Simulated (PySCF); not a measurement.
## Distorted geometries of [Ce(P5)H]+

[Ce(P5)H]+ (singlet in the valence; each metal's 4f electrons, 1 of them, lie in its core potential, out of spins and levels). PySCF 2.14.0, RKS B3LYP, Ce lcecp-1-SVP with ECP47, P def2-SVP, H def2-SVP; non-relativistic Hamiltonian with scalar-relativistic core potentials where named; density fitting; no spin-orbit coupling. Relaxed geometry:

```xyz
7

Ce    0.0000    0.0000   -1.4517
P     1.8279    0.0000    1.1802
P     0.5648    1.7385    1.1802
P    -1.4788    1.0744    1.1802
P    -1.4788   -1.0744    1.1802
P     0.5649   -1.7385    1.1802
H     0.0000    0.0000   -3.4995
```

Order these distorted geometries by energy above the relaxed one, lowest first.
A.
```xyz
7

Ce   -0.1334   -0.0784   -1.6601
P     1.7876    0.0227    1.3932
P     0.5324    1.6384    1.0620
P    -1.6184    1.0743    1.3243
P    -1.4249   -1.1584    1.3091
P     0.7028   -1.5843    1.3207
H     0.1540    0.0857   -3.7993
```
B.
```xyz
7

Ce   -0.0311    0.0472   -1.5402
P     1.6773    0.2158    1.0702
P     0.5087    1.7526    1.0320
P    -1.2671    0.9930    1.4396
P    -1.5468   -1.1022    0.9504
P     0.5962   -1.8711    1.3947
H     0.0627   -0.0352   -3.3967
```
C.
```xyz
7

Ce   -0.0254    0.1128   -1.3602
P     1.8831   -0.0406    1.2293
P     0.6681    1.7595    1.0986
P    -1.4293    0.9406    1.1652
P    -1.5296   -0.9996    1.1153
P     0.6621   -1.7433    1.1082
H    -0.2290   -0.0294   -3.4065
```

C (0.58 eV), A (1.11 eV), B (2.16 eV).

Which forces (eV/Å) act in the one that lies 1.11 eV up?


```
Ce   0.40  0.22  0.75
P    2.69  2.51 -0.49
P   -1.60  1.71 -0.04
P    1.45 -1.35 -0.79
P   -0.23  1.06 -0.15
P   -2.50 -4.07 -0.16
H   -0.21 -0.09  0.89
```
Forces carry noise of the integration grid, about 0.01 to 0.03 eV/Å.

An lcecp potential fixes the number of 4f electrons, so in runs with it no electron can move into or out of that shell.
